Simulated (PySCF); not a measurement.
C2H5NO2Si, SMILES O1[Si@@H](C=NC1)O. Heavy atoms are numbered as in [OH:1][Si@@H:2]1[CH:3]=[N:4][CH2:5][O:6]1. Hydrogens are named by the atom that carries them.

Geometry optimised at ωB97X-D3(BJ)/def2-SVP. The structure was generated by enumeration; whether it is a known compound was not checked. One conformer was computed; it need not be the lowest.

All values below come from PBE0/pcSseg-1 run with PySCF.

GIAO shieldings, no solvent; atoms alike by connectivity are averaged. δ = σ(ref) − σ: ¹⁷O against H2O (σ = 334.2 ppm); ²⁹Si against TMS (σ = 352.7 ppm); ¹³C against TMS (σ = 186.3 ppm); ¹⁵N against NH3 (σ = 267.4 ppm); ¹H against TMS (σ = 31.56 ppm), references at their B3LYP-D3(BJ)/def2-TZVP geometries, non-relativistic.

```tsv
nucleus	atoms	count	δ (ppm)
¹⁷O	O6	1	105.2
¹⁷O	O1 (OH)	1	60.5
²⁹Si	Si2 (SiH)	1	-17.0
¹³C	C3 (CH)	1	178.2
¹³C	C5 (CH2)	1	99.4
¹⁵N	N4	1	474.7
¹H	H on C3	1	8.81
¹H	H on C5	2	6.10
¹H	H on Si2	1	5.18
¹H	H on O1	1	2.05
```
